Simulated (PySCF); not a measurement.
B3LYP on Si⁻ (silicon, charge -1), [Ne] 3s2 3p3, high-spin 4S determinant. All numbers are calculated (PySCF 2.14, the non-relativistic Hamiltonian (point nucleus), in def2-TZVPPD (6s5p4d1f, 48 functions)).

```
cycle= 1 E= -289.43208086492  delta_E= -0.00585  |g|= 0.0135  |ddm|= 0.153
cycle= 2 E= -289.432214297111  delta_E= -0.000133  |g|= 0.00946  |ddm|= 0.0625
cycle= 3 E= -289.432292318162  delta_E= -7.8e-05  |g|= 0.0018  |ddm|= 0.0224
cycle= 4 E= -289.432292666151  delta_E= -3.48e-07  |g|= 0.000112  |ddm|= 0.000922
cycle= 5 E= -289.432292676035  delta_E= -9.88e-09  |g|= 5.78e-06  |ddm|= 0.000455
cycle= 6 E= -289.432292676082  delta_E= -4.68e-11  |g|= 5.73e-07  |ddm|= 2.97e-05
converged SCF energy = -289.432292676082  <S^2> = 3.7505514  2S+1 = 4.0002757
```

Highest occupied orbital energy: 1.299 eV; ⟨L²⟩ = 0.00; populations by l: s 6.00, p 9.00, d 0.00, f 0.00.

Q: Can this result be used?

A: With care. The calculation finished and met its thresholds. At B3LYP the highest occupied level has a positive energy, so only the finite basis holds that electron; in a semilocal or global hybrid functional this comes from self-interaction and does not mean that the real anion is unbound.
